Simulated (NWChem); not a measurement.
Species: C3H4OSi; SMILES [SiH2](C#C)C=O

```xyz
9

C      0.6261    -2.7384    -0.0122
C      0.0610    -1.6602    -0.0043
Si    -0.7240    -0.0051     0.0059
C      0.6373     1.3730     0.0299
O      0.3133     2.5319    -0.0218
H      1.1196    -3.6947    -0.0194
H     -1.5651     0.1622     1.2255
H     -1.5550     0.1874    -1.2159
H      1.7233     1.0837     0.0968
```
Atoms are numbered in this order, from 1.

All runs: NWChem. Pople sets run with spherical d functions. The geometry was optimised at PBE0/def2-SVP. Vzz is the largest principal value of the second derivative of the potential at the nucleus (NWChem prints the opposite sign); η is the asymmetry. Non-relativistic.

Task: Order these runs by computing time, cheapest first, and give rough ratios: Hartree-Fock/def2-SVP; CAM-B3LYP/6-31G*; CAM-B3LYP/def2-TZVP.

Result: Hartree-Fock/def2-SVP (1), CAM-B3LYP/6-31G* (4), CAM-B3LYP/def2-TZVP (60). Ratios are rough, from one shared machine; the cheapest took about 8 core-seconds (a rough figure). What differs between the cheapest and the dearest: Vzz O5 (a.u.) -2.232 → -2.079; η O5 0.64 → 0.72.
